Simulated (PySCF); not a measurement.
Isomers of C8H13NO, one GFN2-xTB conformer each. Single-point energies are computed at PBE0/pcSseg-1 (PySCF, gas phase, no added dispersion term), electronic only.

Task: Rank them by PBE0/pcSseg-1 energy, lowest first (kJ/mol).
A. `[CH2:1]=[C:2]([C:3]([NH2:4])=[O:5])[C@H:6]([CH3:7])[CH:8]1[CH2:9][CH2:10]1` with C1–C2–C3–N4 -50°, C2–C3–N4–H 180° and -2°, C1–C2–C6–C7 -107°, C2–C6–C8–C9 -79°
B. `[CH2:1]=[CH:2][CH2:3][C@@H:4]1[N:5]=[CH:6][CH2:7][C@H:8]1[O:9][CH3:10]` with C1–C2–C3–C4 -115°, C2–C3–C4–N5 -172°, C7–C8–O9–C10 -169°
C. `[CH2:1]=[C:2](/[CH:3]=[N:4]/[C:5]([CH3:6])=[O:7])[CH:8]([CH3:9])[CH3:10]` with C1–C2–C3–N4 179°, C3–N4–C5–C6 111°, C1–C2–C8–C9 99°
D. `[CH3:1]/[CH:2]=[C:3](/[CH3:4])[C@@H:5]([CH2:6][C:7]#[N:8])[O:9][CH3:10]` with C2–C3–C5–C6 -75°, C3–C5–C6–C7 -66°, C3–C5–O9–C10 65°
E. `[CH3:1][C:2](=[O:3])[NH:4][CH:5]=[C:6]1[CH2:7][CH:8]([CH3:9])[CH2:10]1` with C1–C2–N4–C5 -179°, C2–N4–C5–C6 179°
F. `[CH3:1][CH2:2][CH2:3][C@@H:4]1[CH:5]=[CH:6][C@@H:7]1[NH:8][CH:9]=[O:10]` with C1–C2–C3–C4 -178°, C2–C3–C4–C5 176°, C6–C7–N8–C9 140°, C7–N8–C9–O10 0°

Result: E (0.0), A (26.0), C (28.7), F (60.3), D (94.8), B (113.5).

As drawn, the lowest has a four-membered ring, a C=O bond and an N–H bond, which the highest lacks; the highest has a C=N bond, which the lowest lacks. Neighbours under 10 kJ/mol apart (C=C(C(N)=O)[C@H](C)C1CC1 and C=C(/C=N/C(C)=O)C(C)C) can change places with a better method, another conformer or zero-point energy. GFN2-xTB itself gives, in the same order: 0.0, 79.8, 67.5, 88.7, 136.2, 92.6. Both levels put the same isomer lowest; measured from each level's own lowest isomer, the values differ by up to 53.8 kJ/mol (C=C(C(N)=O)[C@H](C)C1CC1: 79.8 against 26.0).

Task: Which frontier levels, dipoles and rotational constants go with these structures?

Result: 
```tsv
SMILES	HOMO (eV, PBE0/pcSseg-1)	LUMO (eV)	dipole (D)	A, B, C (MHz)
CC(=O)NC=C1CC(C)C1	-6.13	-0.04	3.90	4190, 515.6, 475.5
C=C(C(N)=O)[C@H](C)C1CC1	-7.27	-0.49	3.42	1822, 979.6, 913.4
C=C(/C=N/C(C)=O)C(C)C	-7.18	-1.73	3.84	2409, 667.3, 632.3
CCC[C@@H]1C=C[C@@H]1NC=O	-7.20	-0.01	3.74	1426, 1107, 692.1
C/C=C(/C)[C@@H](CC#N)OC	-7.17	0.15	3.82	1625, 971.1, 871.7
C=CC[C@@H]1N=CC[C@H]1OC	-6.91	0.08	1.88	1720, 1145, 804.9
```
